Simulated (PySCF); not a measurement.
PySCF input for H₂MoS₄, SMILES [S]=[Mo](=[S])([SH])[SH], multiplicity 1, TDDFT-PBE/def2-SVPD. Coordinates come from a B3LYP-D3(BJ)/def2-SVP optimisation. The spin state was assumed, not searched. The structure was generated by enumeration; whether it is a known compound was not checked. The def2 effective core potentials stand for the cores of Mo; spin–orbit coupling is left out. The values are those of a single conformer.

```python
import numpy as np
from pyscf import gto, scf, dft, tdscf

mol = gto.M(
    atom='''
    Mo   -0.00000000   -0.00000000    0.06770427
    S    -0.29323567   -1.73066648    1.23945878
    S     0.29323567    1.73066621    1.23945915
    S    -1.92423414    0.18301113   -1.22795875
    H    -1.69464807    1.46661339   -1.60579271
    S     1.92423415   -0.18301088   -1.22795878
    H     1.69464809   -1.46661305   -1.60579302
    ''',
    basis='def2-SVPD',
    ecp={'Mo': 'def2-svp'},
    charge=0,
    spin=0,
    symmetry=True,
    max_memory=1600,
    verbose=4,
)
mf = dft.RKS(mol, xc='pbe').density_fit(auxbasis='def2-universal-jkfit')
mf.grids.level = 3
mf.conv_tol = 1e-9
mf.max_cycle = 100
mf.kernel()
mf.grids = dft.Grids(mol).set(level=1).build(with_non0tab=True)  # coarser grid for the response kernel
td = tdscf.TDDFT(mf)
td.singlet = True
td.nstates = 10
td.conv_tol = 1e-4
td.positive_eig_threshold = 1e-6
td.kernel(x0=td.get_init_guess(mf, 15))
td.analyze()
tt = tdscf.TDA(mf)
tt.singlet = False
tt.nstates = 4
tt.conv_tol = 1e-4
tt.positive_eig_threshold = 1e-6
tt.kernel(x0=tt.get_init_guess(mf, 9))
tt.analyze(verbose=3)
```

Log of the run:

```
PySCF version 2.14.0

[INPUT] verbose = 4
[INPUT] num. atoms = 7
[INPUT] num. electrons = 80
[INPUT] charge = 0
[INPUT] spin (= nelec alpha-beta = 2S) = 0
[INPUT] symmetry True subgroup None
[INPUT] Mole.unit = angstrom
[INPUT] Symbol           X                Y                Z      unit          X                Y                Z       unit  Magmom
[INPUT]  1 Mo     0.000000000000   0.000000000000   0.067704270000 AA    0.000000000000   0.000000000000   0.127942527764 Bohr   0.0
[INPUT]  2 S     -0.293235670000  -1.730666480000   1.239458780000 AA   -0.554135106253  -3.270485660165   2.342237636888 Bohr   0.0
[INPUT]  3 S      0.293235670000   1.730666210000   1.239459150000 AA    0.554135106253   3.270485149939   2.342238336086 Bohr   0.0
[INPUT]  4 S     -1.924234140000   0.183011130000  -1.227958750000 AA   -3.636275524138   0.345840913447  -2.320505729763 Bohr   0.0
[INPUT]  5 H     -1.694648070000   1.466613390000  -1.605792710000 AA   -3.202420729823   2.771497637720  -3.034508434723 Bohr   0.0
[INPUT]  6 S      1.924234150000  -0.183010880000  -1.227958780000 AA    3.636275543035  -0.345840441016  -2.320505786455 Bohr   0.0
[INPUT]  7 H      1.694648090000  -1.466613050000  -1.605793020000 AA    3.202420767617  -2.771496995213  -3.034509020538 Bohr   0.0

nuclear repulsion = 469.513256362942
point group symmetry = C2
symmetry origin: [3.14954358e-09 3.49949321e-10 1.74974615e-10]
symmetry axis x: [1.00000000e+00 8.13377418e-10 2.41105134e-09]
symmetry axis y: [ 8.13377456e-10 -1.00000000e+00 -1.57125117e-08]
symmetry axis z: [ 2.41105133e-09  1.57125118e-08 -1.00000000e+00]
num. orbitals of irrep A = 80
num. orbitals of irrep B = 78
number of shells = 64
number of NR pGTOs = 260
number of NR cGTOs = 158
basis = def2-SVPD
ecp = {'Mo': 'def2-svp'}


[settings echo left out]
init E= -1653.84832485276
HOMO (B) = -0.457546188019607  LUMO (A) = -0.387373499879364  gap/eV = 1.90950
cycle= 1 E= -1661.00622656172  delta_E= -7.16  |g|= 0.845  |ddm|= 4.56
HOMO (B) = -0.157995067242686  LUMO (A) = -0.0186700795141653  gap/eV = 3.79123
cycle= 2 E= -1658.7411058692  delta_E= 2.27  |g|= 2.57  |ddm|=  3.6
HOMO (B) = -0.204929215884873  LUMO (A) = -0.160059813911074  gap/eV = 1.22096
cycle= 3 E= -1660.68675758001  delta_E= -1.95  |g|=  1.5  |ddm|= 3.37
HOMO (B) = -0.229151992961328  LUMO (A) = -0.167574385270834  gap/eV = 1.67561
cycle= 4 E= -1661.00767717879  delta_E= -0.321  |g|= 0.958  |ddm|= 0.573
HOMO (B) = -0.227049233654479  LUMO (A) = -0.169574212869922  gap/eV = 1.56397
cycle= 5 E= -1661.03254898462  delta_E= -0.0249  |g|= 0.847  |ddm|= 0.521
HOMO (B) = -0.242704373015823  LUMO (A) = -0.171756101170521  gap/eV = 1.93060
cycle= 6 E= -1661.18958971547  delta_E= -0.157  |g|= 0.355  |ddm|= 0.67
HOMO (B) = -0.23960767662877  LUMO (A) = -0.160623115922694  gap/eV = 2.14928
cycle= 7 E= -1661.21665796701  delta_E= -0.0271  |g|= 0.0968  |ddm|= 0.258
HOMO (B) = -0.241207673231912  LUMO (A) = -0.161031409774103  gap/eV = 2.18171
cycle= 8 E= -1661.21903460026  delta_E= -0.00238  |g|= 0.0209  |ddm|= 0.0989
HOMO (B) = -0.241145542532123  LUMO (A) = -0.160800869816132  gap/eV = 2.18629
cycle= 9 E= -1661.21913146515  delta_E= -9.69e-05  |g|= 0.00968  |ddm|= 0.0221
HOMO (B) = -0.240993352646215  LUMO (A) = -0.160470716060011  gap/eV = 2.19113
cycle= 10 E= -1661.21915423002  delta_E= -2.28e-05  |g|= 0.00122  |ddm|= 0.00791
HOMO (B) = -0.240986008554962  LUMO (A) = -0.160418662436677  gap/eV = 2.19235
cycle= 11 E= -1661.21915456205  delta_E= -3.32e-07  |g|= 0.00057  |ddm|= 0.00196
HOMO (B) = -0.24099343851756  LUMO (A) = -0.160448126358688  gap/eV = 2.19175
cycle= 12 E= -1661.21915464642  delta_E= -8.44e-08  |g|= 8.04e-05  |ddm|= 0.00062
HOMO (B) = -0.240991575163529  LUMO (A) = -0.160445311062884  gap/eV = 2.19178
cycle= 13 E= -1661.21915464894  delta_E= -2.52e-09  |g|= 8.8e-06  |ddm|= 0.000117
HOMO (B) = -0.240992327707857  LUMO (A) = -0.160445834654936  gap/eV = 2.19178
cycle= 14 E= -1661.21915464896  delta_E= -2.82e-11  |g|= 9.43e-07  |ddm|= 1.54e-05
HOMO (B) = -0.240992361100492  LUMO (A) = -0.160445957472172  gap/eV = 2.19178
Extra cycle  E= -1661.21915464896  delta_E= 2.27e-12  |g|= 3.76e-06  |ddm|= 4.09e-06
converged SCF energy = -1661.21915464896
tot grids = 38384
Overwritten attributes  positive_eig_threshold  of <class 'pyscf.tdscf.rks.CasidaTDDFT'>


******** <class 'pyscf.tdscf.rks.CasidaTDDFT'> for <class 'pyscf.df.df_jk.DFSymAdaptedRKS'> ********
nstates = 10 singlet
deg_eia_thresh = 1.000e-03
wfnsym = None
conv_tol = 0.0001
eigh lindep = 1e-12
eigh level_shift = 0
eigh max_cycle = 100


Excitation energies (eV)
[2.27874931 2.57283209 2.68605692 2.90301855 3.1452083  3.31584571
 3.46794459 3.53181796 3.5426603  3.68766773]

** Singlet excitation energies and oscillator strengths **
Excited State   1:    B      2.27875 eV    544.09 nm  f=0.0003
      40 -> 41        0.70274
Excited State   2:    B      2.57283 eV    481.90 nm  f=0.0030
      39 -> 41        0.56822
      39 -> 42        0.35479
      40 -> 42       -0.20722
Excited State   3:    B      2.68606 eV    461.58 nm  f=0.0105
      37 -> 41       -0.16451
      39 -> 41        0.32348
      39 -> 42       -0.26278
      40 -> 42        0.52362
Excited State   4:    B      2.90302 eV    427.09 nm  f=0.0320
      37 -> 42       -0.15270
      39 -> 41        0.19696
      39 -> 42       -0.52419
      40 -> 42       -0.36696
Excited State   5:    A      3.14521 eV    394.20 nm  f=0.0000
      38 -> 41       -0.69074
      38 -> 42       -0.11409
Excited State   6:    A      3.31585 eV    373.91 nm  f=0.0000
      40 -> 43        0.69563
Excited State   7:    A      3.46794 eV    357.51 nm  f=0.0017
      38 -> 42       -0.53408
      39 -> 43        0.39536
      40 -> 44        0.19374
Excited State   8:    A      3.53182 eV    351.05 nm  f=0.0018
      36 -> 41       -0.13271
      38 -> 42        0.22283
      39 -> 43        0.52342
      40 -> 44       -0.37663
Excited State   9:    B      3.54266 eV    349.97 nm  f=0.0100
      37 -> 41        0.63073
      37 -> 42       -0.12429
      38 -> 44       -0.10825
      39 -> 45        0.18100
      40 -> 42        0.10946
      40 -> 45       -0.10167
Excited State  10:    B      3.68767 eV    336.21 nm  f=0.0062
      37 -> 42        0.59298
      40 -> 45       -0.34646

** Transition electric dipole moments (AU) **
state          X           Y           Z        Dip. S.      Osc.
  1         0.0629     -0.0411     -0.0000      0.0056      0.0003
  2         0.1779     -0.1255     -0.0000      0.0474      0.0030
  3        -0.1753     -0.3591     -0.0000      0.1597      0.0105
  4         0.6627     -0.1031     -0.0000      0.4497      0.0320
  5         0.0000      0.0000     -0.0038      0.0000      0.0000
  6         0.0000      0.0000     -0.0010      0.0000      0.0000
  7         0.0000     -0.0000      0.1426      0.0203      0.0017
  8         0.0000      0.0000     -0.1436      0.0206      0.0018
  9        -0.2718     -0.2044     -0.0000      0.1156      0.0100
 10         0.2469     -0.0901      0.0000      0.0691      0.0062

WARN: ECP detected. Skipping calculation of transition velocity and magnetic dipole moments, which have not yet been implemented.

Overwritten attributes  positive_eig_threshold  of <class 'pyscf.tdscf.rks.TDA'>


******** <class 'pyscf.tdscf.rks.TDA'> for <class 'pyscf.df.df_jk.DFSymAdaptedRKS'> ********
nstates = 4 triplet
deg_eia_thresh = 1.000e-03
wfnsym = None
conv_tol = 0.0001
eigh lindep = 1e-12
eigh level_shift = 0
eigh max_cycle = 100


Excitation energies (eV)
[2.06475782 2.17971122 2.19044898 2.46844785]

** Triplet excitation energies and oscillator strengths **
Excited State   1:    B      2.06476 eV    600.48 nm  f=0.0000
Excited State   2:    B      2.17971 eV    568.81 nm  f=0.0000
Excited State   3:    B      2.19045 eV    566.02 nm  f=0.0000
Excited State   4:    B      2.46845 eV    502.28 nm  f=0.0000
```

The calculation finished and met its thresholds.
